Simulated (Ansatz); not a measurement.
Geometry optimisation, RKS B3LYP/6-31G* in Ansatz 0.2.0.

Input file:

```yaml
crystal:
  periodic: [false, false, false]
  atoms:
    - { symbol: Si, position_ang: [0.0, 0.0, 0.0] }
    - { symbol: F, position_ang: [0.9996, 0.0, 1.4848] }
    - { symbol: H, position_ang: [1.6189, 0.0, 0.3673] }
    - { symbol: H, position_ang: [-0.6877, 1.1914, -0.4862] }
    - { symbol: O, position_ang: [-0.7913, -1.3709, -0.5594] }
    - { symbol: Si, position_ang: [-1.673, -2.4329, 0.3983] }
    - { symbol: H, position_ang: [-1.2634, -2.287, 1.792] }
    - { symbol: H, position_ang: [-3.0964, -2.1323, 0.2761] }
    - { symbol: H, position_ang: [-1.4264, -3.8036, -0.0398] }
basis:
  gaussian: { orbitals: "6-31G*" }
hamiltonian:
  xc: b3lyp
relax:
  f_tol: 0.15
  max_steps: 25
  restrain:
    - { distance: [1, 2], at: 2.12, k: 30.0 }
    - { distance: [0, 1], at: 1.59, k: 30.0 }
    - { distance: [0, 2], at: 1.46, k: 30.0 }
```

Run as:

```bash
$ ansatz run input.yaml --threads 1 --pin off --max-ram 2048MiB --backend cpu --events-out ev --progress --plain --runs-dir out
```

Task: Where does it end, and by what steps?

Result: The forces met the threshold. The restraints hold the end off the free minimum. After 7 steps the energy has fallen by 4.403 eV (the restraints' own energy left out); H3 moved furthest, 0.70 Å.

```tsv
step	energy less start (eV)	largest force component (eV/Å)	accepted
0	0.0000	4.702	yes
1	-2.0503	3.436	yes
2	-3.3703	2.509	yes
3	-4.2274	1.288	yes
4	-4.3216	1.357	yes
5	-4.3536	1.592	yes
6	-4.3927	1.315	yes
7	-4.4027	1.351	yes
```

```xyz
9
Properties=species:S:1:pos:R:3
Si 0.244 0.049 0.111
F 0.708 0.422 1.584
H 1.619 -0.034 -0.336
H -0.595 1.118 -0.479
O -0.566 -1.365 0.024
Si -1.683 -2.500 0.484
H -1.562 -2.774 1.939
H -3.055 -2.010 0.192
H -1.429 -3.741 -0.286
```

Time of the run: 26 s on 1 thread of Arm Neoverse V2, on a shared host, peak memory 0.15 GiB.
